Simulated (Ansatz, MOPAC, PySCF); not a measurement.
Molecule: GeF₃ (charge 0, doublet). SMILES: [F][Ge]([F])[F]
Geometry: optimised at B3LYP-D3(BJ)/def2-TZVP (Ansatz, an electronic-structure program).

Unscaled harmonic wavenumbers (cm⁻¹) in rising order, each level at the stationary point that it reaches from this structure (no distance between atoms moves by over 0.3 Å); the order of modes can differ between levels, and a negative number is imaginary. B3LYP-D3(BJ)/def2-TZVP (PySCF, at the structure above): 205, 205, 258, 673, 703, 703.

AM1 (MOPAC): 201, 201, 234, 766, 793, 793. Zero-point energy 4.3 against 3.9 kcal/mol; where all levels lie over 400 cm⁻¹, the wavenumbers are on average 1.132 times those of B3LYP-D3(BJ)/def2-TZVP.

PM3 (MOPAC): 196, 225, 225, 763, 799, 799. Zero-point energy 4.3 against 3.9 kcal/mol; where all levels lie over 400 cm⁻¹, the wavenumbers are on average 1.135 times those of B3LYP-D3(BJ)/def2-TZVP.

HF/3-21G (Ansatz): 253, 253, 316, 837, 882, 882. Zero-point energy 4.9 against 3.9 kcal/mol; where all levels lie over 400 cm⁻¹, the wavenumbers are on average 1.251 times those of B3LYP-D3(BJ)/def2-TZVP.
